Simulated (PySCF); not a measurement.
Compound: C6H2F4.
Z-matrix (Å and degrees, PBE0-D3(BJ)/def2-SVP geometry), rows numbered from 1:
```
F 
C   1  1.3256
C   2  1.3870  1  121.11
C   3  1.3945  2  119.78  1  -179.93
C   4  1.3868  3  119.89  2     0.04
F   5  1.3254  4  121.00  3   179.98
C   5  1.3960  4  120.53  3    -0.05
F   7  1.3203  5  120.69  4   179.97
C   7  1.3932  5  119.56  4    -0.01
F   9  1.3202  2  120.41  1    -0.13
H   3  1.0908  2  118.78  1     0.08
H   4  1.0908  3  121.34  2  -179.96
```

Theory: TDDFT CAM-B3LYP/def2-SVPD, vertical, gas phase, core orbitals frozen in the response (PySCF).

Kohn–Sham orbitals with the atoms that hold most of them (Löwdin shares over 4%, at most four atoms; ? is withheld):

```json
{"orbital": "HOMO-3", "ε (eV)": "-12.71", "atoms": "C3 14%, C4 13%, F1 12%, F6 11%"}
{"orbital": "HOMO-2", "ε (eV)": "-12.20", "atoms": "C4 16%, C3 16%, C5 10%, C2 10%"}
{"orbital": "HOMO-1", "ε (eV)": "-9.26", "atoms": "?"}
{"orbital": "HOMO", "ε (eV)": "?", "atoms": "C2 20%, C5 20%, F1 10%, C4 10%"}
{"orbital": "LUMO", "ε (eV)": "0.01", "atoms": "?"}
{"orbital": "LUMO+1", "ε (eV)": "0.37", "atoms": "C5 21%, C2 21%, C4 10%, C3 10%"}
{"orbital": "LUMO+2", "ε (eV)": "0.73", "atoms": "C7 20%, C9 20%, C5 10%, C2 10%"}
```

Question: Which atoms hold the LUMO, and with what shares?

Answer: C3 (bonded to 2 C and H) 20%; C4 (bonded to 2 C and H) 20%; C7 (bonded to 2 C and F) 16%; C9 (bonded to 2 C and F) 16%.

Question: Which atoms hold the HOMO-1, and with what shares?

Answer: C7 (bonded to 2 C and F) 18%; C9 (bonded to 2 C and F) 18%; C3 (bonded to 2 C and H) 17%; C4 (bonded to 2 C and H) 17%.

Question: What is the HOMO energy, and the HOMO–LUMO gap?

Answer: ε(HOMO) = -8.92 eV; the gap is 8.93 eV (0.3283 hartree).

Question: The HOMO–LUMO gap is 8.93 eV. Where does the response calculation put the lowest singlet, and from which orbitals?

Answer: S1 is at 5.39 eV (f = 0.011), 3.55 eV below the gap, made of HOMO→LUMO (67%), HOMO-1→LUMO+1 (33%). 

Next come S2 at 6.19 eV (f 0.0001), HOMO-1→LUMO (50%), HOMO→LUMO+1 (49%); S3 at 6.35 eV (f 0.0000), HOMO→LUMO+2 (94%); S4 at 6.56 eV (f 0.0044), HOMO-1→LUMO+2 (93%); S5 at 7.11 eV (f 0.590), HOMO→LUMO+1 (49%), HOMO-1→LUMO (48%).

Löwdin shares depend on the basis, the more so with diffuse functions.

On one thread of an Arm Neoverse V1, no GPU, on a shared host, this took 2.3 min of wall time.
